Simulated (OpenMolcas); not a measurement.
Re4+: input and output

Re4+ with 6 ligands (fluoride) in octahedral coordination (Oh) at 1.94 Å. A charge of +0.333 e stands 2.8 Å behind each ligand. Ligand basis ANO-RCC-VDZP. With inversion symmetry the input lists one of each pair of outer charges.

Input:

```
&GATEWAY
Coord
7

Re 0.0 0.0 0.0
F 1.940000 0.000000 0.000000
F 0.000000 1.940000 0.000000
F -1.940000 0.000000 0.000000
F 0.000000 -1.940000 0.000000
F 0.000000 0.000000 1.940000
F 0.000000 0.000000 -1.940000
Basis=Re.ANO-RCC-VDZP,F.ANO-RCC-VDZP
Group=XYZ
NoMove
AngMom=0.0 0.0 0.0
AMFI
RICD
XField
3 Angstrom 0
4.740000 0.000000 0.000000 0.333333
0.000000 4.740000 0.000000 0.333333
0.000000 0.000000 4.740000 0.333333
&SEWARD
* reference wave functions (RASSCF and RASSI steps not shown): 3 electrons in 5 orbitals (5d)
>>> COPY JOB001 $Project.JobIph
&CASPT2
Multistate=10 1 2 3 4 5 6 7 8 9 10
NoMult
Frozen=17 19
IPEA=0.25
Imaginary=0.1
MaxIter=60
WThr=0.0 0.3 0.05
PrWF=0.5
NoMix
>>> COPY JOB002 $Project.JobIph
&CASPT2
Multistate=40 1 2 3 4 5 6 7 8 9 10 11 12 13 14 15 16 17 18 19 20 21 22
23 24 25 26 27 28 29 30 31 32 33 34 35 36 37 38 39 40
NoMult
Frozen=17 19
IPEA=0.25
Imaginary=0.1
MaxIter=60
WThr=0.0 0.3 0.05
PrWF=0.5
NoMix
```

Launched by
```bash
OMP_NUM_THREADS=1 MOLCAS_MEM=2457 MOLCAS_PROJECT=a pymolcas a.inp > a.log  # once for each step of the input, in one work folder
```

Output, cut to the results:

```
--- CASPT2 ---
Orbital specifications:
      -----------------------

      Symmetry species                           1   2
                                                ag  au
      Frozen orbitals                           17  19
      Inactive orbitals                         13  15
      Active orbitals                            5   0
      Secondary orbitals                        43  40
      Deleted orbitals                           0   0
      Number of basis functions                 78  74
Type of calculation                        SS-CASPT2
      Fock operator                              state-specific
      IPEA shift                                 0.25
      Real shift                                 0.00
      Imaginary shift                            0.10
      The input orbitals will be transformed to quasi-canonical
Reference energy:      -17274.6552845937
      E2 (Non-variational):      -1.5734242653
      Shift correction:          -0.0012593408
      E2 (Variational):          -1.5746836060
      Total energy:          -17276.2299681997
      Residual norm:              0.0000008160
      Reference weight:           0.71583
      Contributions to the CASPT2 correlation energy
      Active & Virtual Only:         -0.0083146796
      One Inactive Excited:          -0.1340754200
      Two Inactive Excited:          -1.4310341657
Reference energy:      -17274.4929137815
      E2 (Non-variational):      -1.5725806045
      Shift correction:          -0.0012748274
      E2 (Variational):          -1.5738554319
      Total energy:          -17276.0667692134
      Residual norm:              0.0000009730
      Reference weight:           0.71488
      Contributions to the CASPT2 correlation energy
      Active & Virtual Only:         -0.0081125045
      One Inactive Excited:          -0.1430950738
      Two Inactive Excited:          -1.4213730263
::    CASPT2 Root  1     Total energy: -17276.22996820
::    CASPT2 Root  2     Total energy: -17276.06676921
::    CASPT2 Root  3     Total energy: -17276.06684383
::    CASPT2 Root  4     Total energy: -17276.06678375
::    CASPT2 Root  5     Total energy: -17276.03806614
::    CASPT2 Root  6     Total energy: -17276.03808534
::    CASPT2 Root  7     Total energy: -17276.03807001
::    CASPT2 Root  8     Total energy: -17275.89510718
::    CASPT2 Root  9     Total energy: -17275.89511362
::    CASPT2 Root 10     Total energy: -17275.89511603
--- CASPT2 ---
Orbital specifications:
      -----------------------

      Symmetry species                           1   2
                                                ag  au
      Frozen orbitals                           17  19
      Inactive orbitals                         13  15
      Active orbitals                            5   0
      Secondary orbitals                        43  40
      Deleted orbitals                           0   0
      Number of basis functions                 78  74
Type of calculation                        SS-CASPT2
      Fock operator                              state-specific
      IPEA shift                                 0.25
      Real shift                                 0.00
      Imaginary shift                            0.10
      The input orbitals will be transformed to quasi-canonical
Reference energy:      -17274.5904008777
      E2 (Non-variational):      -1.5841470601
      Shift correction:          -0.0012951565
      E2 (Variational):          -1.5854422167
      Total energy:          -17276.1758430944
      Residual norm:              0.0000004493
      Reference weight:           0.71323
      Contributions to the CASPT2 correlation energy
      Active & Virtual Only:         -0.0119929975
      One Inactive Excited:          -0.1366764066
      Two Inactive Excited:          -1.4354776561
Reference energy:      -17274.5904008775
      E2 (Non-variational):      -1.5844699913
      Shift correction:          -0.0012934161
      E2 (Variational):          -1.5857634074
      Total energy:          -17276.1761642849
      Residual norm:              0.0000004520
      Reference weight:           0.71319
      Contributions to the CASPT2 correlation energy
      Active & Virtual Only:         -0.0119595338
      One Inactive Excited:          -0.1370317075
      Two Inactive Excited:          -1.4354787500
::    CASPT2 Root  1     Total energy: -17276.17584309
::    CASPT2 Root  2     Total energy: -17276.17616428
::    CASPT2 Root  3     Total energy: -17276.17586679
::    CASPT2 Root  4     Total energy: -17276.17574475
::    CASPT2 Root  5     Total energy: -17276.17550728
::    CASPT2 Root  6     Total energy: -17276.14266571
::    CASPT2 Root  7     Total energy: -17276.14285054
::    CASPT2 Root  8     Total energy: -17276.14273537
::    CASPT2 Root  9     Total energy: -17276.02859547
::    CASPT2 Root 10     Total energy: -17276.01942219
::    CASPT2 Root 11     Total energy: -17276.01942362
::    CASPT2 Root 12     Total energy: -17276.01939889
::    CASPT2 Root 13     Total energy: -17276.01692489
::    CASPT2 Root 14     Total energy: -17276.01721304
::    CASPT2 Root 15     Total energy: -17276.01687922
::    CASPT2 Root 16     Total energy: -17276.01284882
::    CASPT2 Root 17     Total energy: -17276.01244535
::    CASPT2 Root 18     Total energy: -17276.00036840
::    CASPT2 Root 19     Total energy: -17276.00037544
::    CASPT2 Root 20     Total energy: -17276.00037588
::    CASPT2 Root 21     Total energy: -17275.98370381
::    CASPT2 Root 22     Total energy: -17275.98376597
::    CASPT2 Root 23     Total energy: -17275.98375921
::    CASPT2 Root 24     Total energy: -17275.98033181
::    CASPT2 Root 25     Total energy: -17275.93650938
::    CASPT2 Root 26     Total energy: -17275.93647498
::    CASPT2 Root 27     Total energy: -17275.85816435
::    CASPT2 Root 28     Total energy: -17275.85810249
::    CASPT2 Root 29     Total energy: -17275.85808147
...
```

Spin-orbit levels above the lowest (labels of O, the rotations of Oh), with the averaged single-state CASPT2 energies on the diagonal:

```tsv
E (cm-1)	Degeneracy	Label	2S+1	g
0	4	Γ8	4	
10860	4	Γ8	2	
12130	4	Γ8	2	
12860	2		2	0.29 0.29 0.29
20630	2		2	1.91 1.91 1.91
21820	4	Γ8	2	
35500	2		4	2.55 2.55 2.55
36130	4	Γ8	4	
36790	4	Γ8	4	
37690	2		4	2.36 2.36 2.36
41400	2		4 (68 %)	2.86 2.86 2.86
43070	4	Γ8	4 (75 %)	
43600	2		4 (77 %)	1.53 1.53 1.53
44610	4	Γ8	4	
45830	2		2 (82 %)	1.23 1.23 1.23
46750	4	Γ8	2 (79 %)	
47290	2		2 (80 %)	0.02 0.02 0.02
47950	2		2 (82 %)	0.45 0.45 0.45
49230	4	Γ8	2	
50650	4	Γ8	2
```

Roots that are degenerate in the reference are averaged as groups; the widest CASPT2 spread within a group is 1100 cm-1 (the 3-fold group of multiplicity 2 near 82000 cm-1 above the lowest state of its run). Shifts and gaps below about the spread of the groups concerned are not significant. Over all roots computed the reference weight is 0.70 to 0.72; a low but even weight reflects the number of correlated electrons. The least metal-like active orbital is 76 % on the metal (Löwdin) and no ligand orbital is active, so the numbers are rough. Ligand-to-metal charge-transfer states are missing. With no ligand orbital active B as a rule stays too high, so bands that hang on it stand too high and its fall with covalency is understated. With one d shell and no ligand orbital active, 10Dq can be off by a tenth or more. No measured value stands beside these numbers; the geometry is a model, was not optimised and need not be the one that this ion takes.

The CASPT2 steps took 2.6 min on 1 thread of Arm Neoverse V1, with other jobs on the host; the integral step is not counted.
